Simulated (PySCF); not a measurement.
## Dipole moment and polarisability of `CC(C(F)F)C(F)F`

C₄H₆F₄.
Geometry (GFN2-xTB, Å), atoms numbered from 1 in this order:
```xyz
14
C4H6F4 angstrom
C     -0.8158    1.0638   -0.6013
C     -0.1508   -0.2740   -0.2839
C      1.3720   -0.1779   -0.4043
F      1.7243    0.1739   -1.6600
F      1.8552    0.7892    0.4134
C     -0.5037   -0.7277    1.1320
F      0.0847   -1.9174    1.4132
F     -1.8342   -0.9310    1.2437
H     -1.8938    0.9782   -0.4962
H     -0.4542    1.8354    0.0747
H     -0.5821    1.3571   -1.6212
H     -0.4906   -1.0448   -0.9838
H      1.8892   -1.1174   -0.1559
H     -0.2008   -0.0079    1.9074
```

Level: CAM-B3LYP/def2-SVPD (PySCF), static field, nuclei fixed, core orbitals frozen in the response. The polarisability tensor in these axes (au):

```
x   53.65 -1.08 -1.26
y   -1.08 51.98 -2.70
z   -1.26 -2.70 51.47
```

Q: Diagonalise the tensor; give its mean and Δα, where Δα² is half the sum of the squared differences of the eigenvalues.

A: Principal values 48.48, 54.17 and 54.45 au; mean 52.37 au = 7.76 Å³ = 8.63 × 10⁻⁴⁰ C²·m²/J; Δα = 5.84 au (11 % of the mean).

Q: What is the dipole moment, and where does it point?

A: (-0.49, 0.40, -0.34) D, 0.72 D in size, pointing from the negative to the positive side. Measured along this direction, the outermost atoms are H13 and F7 at the negative end and H9 at the positive end.

Q: Refractivity n − 1 of an ideal gas of it at 400 K and 1 atm, from the electronic α?

A: N = p/kT = 1.8347 × 10¹⁹ cm⁻³, so n − 1 = 2π × N × 7.76 × 10⁻²⁴ cm³ = 895 × 10⁻⁶ at long wavelengths.

Q: Rayleigh depolarisation ratio (linearly polarised light, static tensor)?

A: ρ = 3Δα²/(45ᾱ² + 4Δα²) = 102.3/(123402 + 136.3) = 0.000828.

Q: In TDDFT the mean static polarisability is Σ f/ω² over all singlet excitations (ω in hartree). How much of it do the 8 lowest give? Their energies (eV) and oscillator strengths: 9.53, 0.0194; 9.72, 0.0127; 9.90, 0.0075; 10.03, 0.0032; 10.10, 0.0237; 10.28, 0.0158; 10.45, 0.0201; 10.56, 0.0556.

A: They add up to 1.13 au, 2.1 % of the 52.37 au; the largest single term is 0.37 au, from the state at 10.56 eV. Terms in order: 0.16, 0.10, 0.06, 0.02, 0.17, 0.11, 0.14, 0.37 au. Higher excitations give the rest. The strengths listed sum to 0.158.

One conformer (not necessarily the lowest) at the GFN2-xTB geometry, without solvent, vibrations or thermal averaging.
